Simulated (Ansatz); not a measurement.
A structure relaxed at PBE-D4/def2-TZVP in Ansatz, charge 1, singlet:

| atom | x (Å) | y (Å) | z (Å) |
| --- | --- | --- | --- |
| Ag1 | -1.275 | -0.395 | 1.542 |
| Ag2 | 1.366 | -0.755 | -1.315 |
| I3 | -0.090 | 1.149 | -0.227 |

Problem. Give its formula and point group.

Solution. Ag2I⁺. Point group C2v (tolerance 0.1 Å).

Problem. Summarise the bond lengths by kind (pairs closer than 1.2 times the sum of covalent radii, bridged metal pairs left out).

Solution. 2 × Ag–I 2.63 Å.

In the def2 sets Ag, I take a core potential; there is no spin–orbit coupling. The relaxation made no stability test and no search for a lower SCF solution. The structure comes from a short search, and lower isomers may exist.
